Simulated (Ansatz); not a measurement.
The cluster GeBr₂⁺, relaxed as a doublet with UKS r2SCAN-D4/def2-TZVP in Ansatz, starting from the GFN1-xTB geometry. Force threshold 0.02 eV/Å.

The structure comes from a short search, and lower isomers may exist.

Start:

Cartesian coordinates in Å:
```
Ge 0.945 -0.400 -0.219
Br 0.226 1.159 1.367
Br -1.170 -0.759 -1.148
```

```
step   energy (eV)  largest force component (eV/Å)  SCF passes
   1  -196602.3670                           1.426          21
   2  -196602.7276                           0.761          26
   3  -196602.7944                           0.353          28
   4  -196602.8073                           0.011          21
```

Force components are those of the run's own axes.

End:

```xyz
3

Ge    0.661   -0.280   -0.154
Br    0.454    1.218    1.490
Br   -1.115   -0.938   -1.337
```

By distances, no bond broke or formed. The bond that changes most is Ge1–Br3, from 2.34 to 2.23 Å (atoms count from 1). The end is the same structure that another start reached, the lowest one found.

No frequencies were taken in this run, so the end may be a saddle point.

Hardware: 4 threads of Intel Xeon on a shared host. Wall time 11 s.
